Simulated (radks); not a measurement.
Pb9+, 73 electrons, occupied as [Xe] 4f13 5d6 (not the ground configuration).

Calculated with a radial shooting solver on a logarithmic mesh with Libxc functionals: scalar-relativistic Kohn-Sham, BLYP, spin-polarised, spherical densities, finite nucleus; open shells are filled with parallel spins first (spin-orbit coupling, left out, can overturn this in heavy ions); Fermi nuclear charge, rms radius 5.5012 fm.

Energy parts (eV):
part                       energy
total                  -567349.78
kinetic                 640924.23
electron-nucleus      -1404601.04
Hartree                 206704.75
exchange-correlation    -10377.72

Orbitals (lengths in bohr, moments of r in powers of bohr; r(max) is where P^2 peaks):
orbital  occ.  eigenvalue (eV)      <r^2>    r(max)
1s up       1        -88245.18  0.0003575  0.009847
1s down     1        -88245.18  0.0003575  0.009847
2s up       1        -15920.69   0.005422   0.05717
2s down     1        -15920.08   0.005422   0.05717
2p up       3        -13685.93   0.004618   0.04761
2p down     3        -13685.43   0.004617   0.04760
3s up       1        -3947.830    0.03487    0.1612
3s down     1        -3946.723    0.03486    0.1612
3p up       3        -3306.709    0.03611    0.1613
3p down     3        -3305.556    0.03610    0.1613
3d up       5        -2651.104    0.02992    0.1314
3d down     5        -2649.991    0.02991    0.1314
4s up       1        -1017.639     0.1656    0.3618
4s down     1        -1015.654     0.1657    0.3618
4p up       3        -806.5178     0.1893    0.3815
4p down     3        -804.6340     0.1893    0.3816
4d up       5        -562.0557     0.2111    0.3869
4d down     5        -560.1260     0.2110    0.3871
4f up       7        -292.5084     0.2346    0.3466
4f down     6        -290.3929     0.2338    0.3467
5s up       1        -290.8609     0.7663    0.7775
5s down     1        -287.2220     0.7625    0.7753
5p up       3        -228.8922     0.9600    0.8599
5p down     3        -224.8748     0.9581    0.8573
5d up       5        -155.8648      1.362    0.9950
5d down     1        -151.7675      1.377    0.9937

The highest occupied level is 5d down at -151.77 eV. The electron density at the nucleus is 2.957e+06 e/bohr^3 (large components only).
